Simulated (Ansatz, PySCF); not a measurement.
Gas-phase reaction in SMILES: [Li][F] -> Li atom + F atom (the F-Li bond at the site shown breaks; other sites are not compared here)
Geometries: B3LYP-D3(BJ)/def2-TZVP minima from Ansatz (a program for electronic structure).

Quantity: bond dissociation energy (enthalpy at 298 K, with B3LYP-D3(BJ) rigid-rotor harmonic-oscillator terms from PySCF), in kcal/mol. Cores are frozen in the correlated levels unless marked. Open shells are spin-unrestricted. Spin-orbit coupling is left out. No relativistic terms. CBS(X,Y): correlation extrapolated as X^-3; Hartree-Fock from the larger set.

```csv
level,program,bond dissociation energy (kcal/mol)
SVWN5/def2-TZVPD,Ansatz,154.4
PBE/def2-TZVPD,Ansatz,137.2
MP2/def2-TZVPP,Ansatz,136.3
RI-MP2/def2-QZVPP,Ansatz,141.2
SCS-MP2/def2-SVPD,Ansatz,136.4
CCSD/def2-TZVPP,Ansatz,127.3
CCSD/def2-QZVPPD,Ansatz,132.2
"CCSD/CBS(def2-TZVPP,def2-QZVPP)",Ansatz,134.1
CCSDT/def2-SVP,Ansatz,121.2
"CCSD(T)/CBS(def2-TZVPPD,def2-QZVPPD)",Ansatz,137.0
```
